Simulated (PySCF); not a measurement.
CH3Br2InO, SMILES C[O][In]([Br])[Br].

The structure is a stationary point at PBE0-D3(BJ)/def2-SVP. The def2 effective core potentials stand for the cores of In; spin–orbit coupling is left out. Other conformers were not sampled.

Two levels are set side by side: TDDFT-PBE/def2-SVPD (PySCF) and TDDFT-ωB97X/def2-SVPD (PySCF). Vertical, same geometry. The lowest singlet is HOMO→LUMO 100 % with PBE and HOMO→LUMO 93 % with the other functional; states are paired by order. Differences are taken from unrounded values.

```tsv
quantity	TDDFT-ωB97X
lowest singlet excitation (eV)	4.64
lowest triplet excitation (TDA) (eV)	4.33
first bright state (f over 0.05) (eV)	5.09
its oscillator strength	0.05
```

### Question
What does TDDFT-PBE give, and how far is it from TDDFT-ωB97X? (An estimate is asked for; the answer gives what the named calculation found.)

### Answer

```csv
quantity,TDDFT-PBE,TDDFT-PBE minus TDDFT-ωB97X
lowest singlet excitation (eV),3.09,-1.55
lowest triplet excitation (TDA) (eV),2.82,-1.51
first bright state (f over 0.05) (eV),4.94,-0.16
its oscillator strength,0.14,0.08
```

A lower first singlet is the usual sign of a functional without exact exchange. Differences between two approximate levels are no errors against the true value.

Rough cost on one machine, each run with all the roots and properties that it gave: TDDFT-ωB97X against TDDFT-PBE about 9 times.
